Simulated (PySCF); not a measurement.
C₃H₃, SMILES CC#[C], multiplicity 2. Atoms are numbered in the order given.

```xyz
6

C      0.0503    -1.5739     0.0000
C     -0.1062    -0.3138     0.0000
C      0.0170     1.1332     0.0000
H      1.0852     1.3816     0.0000
H     -0.4259     1.5726     0.8965
H     -0.4259     1.5726    -0.8965
```
Charge 0, spin multiplicity 2.

The structure is a stationary point at ωB97X-D3(BJ)/def2-TZVP. The isomer is the one that the SMILES or the coordinates give; other isomers of the formula were not compared.

All values below come from PySCF with PBE0/def2-TZVPD.

Computed frontier levels, dipole moment and polarisability:
```
Property                                                                                                        Result
---------------------------------------------------------------------------------------------  -----------------------
α spin, highest occupied and lowest empty level                                                     -8.15 and -0.17 eV
β spin, highest occupied and lowest empty level                                                     -7.84 and -4.70 eV
dipole moment                                                                                                   3.54 D
quadrupole, principal values (traceless, Buckingham form, about the centre of nuclear charge)    -3.49, 0.52, 2.97 D·Å
mean static polarisability                                                                        48.7 bohr³ (7.22 Å³)
polarisability, principal values                                                                28.4, 41.5, 76.2 bohr³
⟨S²⟩                                                                                           0.773 (pure state 0.75)
```
